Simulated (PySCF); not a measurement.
C₄H₅NSi, SMILES N#CC1=CC[SiH2]1.

Geometry: ωB97X-D3(BJ)/def2-SVP. This is a generated structure with no PubChem entry under its InChIKey; it may be hypothetical.

All values below come from PySCF 2.14.0 with TDDFT-PBE0/def2-SVPD.

Vertical excitations. Gas-phase values at a fixed geometry. State labels are in the subgroup Cs.

Computed excitation energies, oscillator strengths and character:
| state | symmetry | energy (eV) | λ (nm) | f | main pairs |
|---|---|---|---|---|---|
| S1 | A" | 5.52 | 224 | 0.001 | HOMO−1→LUMO 97 % |
| S2 | A' | 5.92 | 209 | 0.193 | HOMO→LUMO 88 % |
| S3 | A" | 6.01 | 206 | 0.000 | HOMO−2→LUMO 97 % |
| S4 | A" | 6.46 | 192 | 0.002 | HOMO→LUMO+1 89 % |
| S5 | A" | 6.90 | 180 | 0.005 | HOMO−4→LUMO 70 %, HOMO→LUMO+2 11 % |
| S6 | A" | 7.04 | 176 | 0.001 | HOMO→LUMO+2 55 %, HOMO−4→LUMO 18 %, HOMO→LUMO+3 14 % |
| S7 | A' | 7.27 | 170 | 0.063 | HOMO−1→LUMO+1 72 %, HOMO−2→LUMO+1 12 % |
| S8 | A' | 7.31 | 170 | 0.011 | HOMO−3→LUMO 77 %, HOMO−2→LUMO+1 14 % |
| S9 | A" | 7.40 | 167 | 0.004 | HOMO→LUMO+3 69 %, HOMO→LUMO+2 24 % |
| S10 | A" | 7.59 | 163 | 0.001 | HOMO−6→LUMO 85 % |
| T1 | A' | 3.63 | 341 | 0 | HOMO→LUMO 96 % |
| T2 | A" | 5.11 | 243 | 0 | HOMO−1→LUMO 93 % |
| T3 | A" | 5.82 | 213 | 0 | HOMO−2→LUMO 89 % |
| T4 | A' | 5.99 | 207 | 0 | HOMO−5→LUMO 32 %, HOMO−3→LUMO 13 %, HOMO−1→LUMO+1 8 %, HOMO→LUMO+4 8 % |
Triplets are in the Tamm–Dancoff approximation, which puts them higher than full response would, so one can lie above its singlet here.
